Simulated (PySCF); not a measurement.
Method: delta-SCF UKS SCAN, pcX-2 on the ionised atom, pcseg-1 elsewhere, spin-free X2C in PySCF. Geometries: GFN2-xTB; isolated species, one conformer each. Values against the vacuum level. The 2p values add to the ΔSCF energy of one spin-free hole a correction within the shell (spin–orbit coupling, ligand field).

(1) Order these sites by rising C 1s binding energy.
A. C5 in `[CH3:1][Si@@H:2]([F:3])[N:4]=[C:5]=[O:6]`
B. C2 in `[CH3:1][C:2]([CH3:3])=[PH:4]`
C. Carbon in `CP(C)[PH-]`
D. C2 in `[CH3:1][C:2](=[O:3])[NH:4][SiH3:5]`
E. C2 in `[CH2:1]1[CH2:2][PH:3][CH2:4]1`
F. C3 in `[H]/[N:1]=[CH:2]/[CH2:3][O:4][SiH3:5]`

(2) Order these sites by rising P 1s binding energy.
A. Phosphorus in `CC(C)=P`
B. P4 in `[CH3:1][P:2]([CH3:3])[PH-:4]`
C. Phosphorus in `P1CCC1`

(3) Order these sites by rising P 2p3/2 binding energy.
A. Phosphorus in `CC(C)=P`
B. Phosphorus in `C1CPC1`
C. P2 in `[CH3:1][P:2]([CH3:3])[PH-:4]`

## Answers

(1) C (285.54 eV), E (290.33 eV), B (290.63 eV), F (292.53 eV), D (293.76 eV), A (295.17 eV).

From the lowest up, the atoms are bonded to: 3 H and P in a species of charge -1 (285.54); C, 2 H and P (290.33); 2 C and P (double bond) (290.63); O, C and 2 H (292.53); O (double bond), N and C (293.76); O (double bond) and N (double bond) (295.17).

(2) B (2142.13 eV), A (2149.14 eV), C (2149.67 eV).

The highest is bonded to 2 C and H, the lowest to H and P in a species of charge -1; the range is 7.54 eV.

(3) C (130.49 eV), A (135.66 eV), B (136.10 eV).

From the lowest up, the atoms are bonded to: 2 C and P in a species of charge -1 (130.49); C (double bond) and H (135.66); 2 C and H (136.10).

1 of these hole states is spin-contaminated (⟨S²⟩ 0.97, against 0.75; counted from 0.85) and less certain. The basis sets have no added diffuse functions, a weakness for anions.
